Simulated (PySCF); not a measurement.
**Polarisability and C₆ of In²⁺ (indium, charge +2)**

[Kr] 4d9 5s2, 2D determinant (an excited configuration). Calculation: PySCF 2.14, in aug-cc-pwCVTZ-DK3 with one added diffuse shell each of s, p, d, f type (11s10p8d5f1g, 125 functions); scalar relativity by spin-free X2C-1e. Coupled (time-dependent) response in atomic units; α is the mean over directions.

```json
{"method": "M06", "mean α (bohr³)": "15.13", "α xx, yy, zz": "15.23, 15.23, 14.93", "C₆ (like pair)": "85.00", "S(−4)": "95.74"}
```

S(−4) is the Cauchy moment in α(ω) = α(0) + S(−4) ω² + …

Spin-orbit coupling is absent.

α(iu) at M06:

| u (hartree) | α(iu) (bohr³) |
| --- | --- |
| 0 | 15.13 |
| 0.0500 | 14.90 |
| 0.100 | 14.24 |
| 0.200 | 12.21 |
| 0.300 | 10.05 |
| 0.500 | 6.897 |
| 0.750 | 4.783 |
| 1.00 | 3.636 |
| 1.50 | 2.427 |
| 2.00 | 1.778 |
| 3.00 | 1.084 |
| 5.00 | 0.5175 |

A single London oscillator, α(iu) = α/(1 + u²/ω²), gives C₆ = (3/4) ω α². Matching the computed C₆ needs ω = 4 × 85.00 / (3 × 15.13²) = 0.495 hartree.

For an ion, C₆ is the dispersion term alone; charge-induced terms of lower order in 1/R come first.

The components differ because the open shell of this determinant is not spherical; for a pure term their mean is the scalar polarisability.
